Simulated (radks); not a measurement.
Values are calculated unless marked as measured or tabulated.
All-electron atom: Cs32+ in [Ar] 3d5. Code: a radial shooting solver on a logarithmic mesh with Libxc functionals. Model: non-relativistic Kohn-Sham, LDA (Slater exchange, Perdew-Wang correlation), spin-unpolarised, spherical densities, point nucleus; relativity is left out, which matters for an element this heavy. Some entries of the table are withheld. Estimate them.

| orbital | occ. | eigenvalue (eV) | <r^2> (bohr^2) |
|---|---|---|---|
| 1s | 2 | (1) | 0.001022 |
| 2s | 2 | -6633.083 | 0.01634 |
| 2p | 6 | -6345.377 | 0.01222 |
| 3s | 2 | -2310.452 | (2) |
| 3p | 6 | -2194.211 | (3) |
| 3d | 5 | -1991.976 | 0.07290 |
| 4s | 0 | -1150.438 | 0.3726 |
| 4p | 0 | -1101.771 | (4) |

Answer. 
(1) 1s eigenvalue (eV): -35643.87
(2) 3s <r^2> (bohr^2): 0.09991
(3) 3p <r^2> (bohr^2): 0.09303
(4) 4p <r^2> (bohr^2): 0.3701
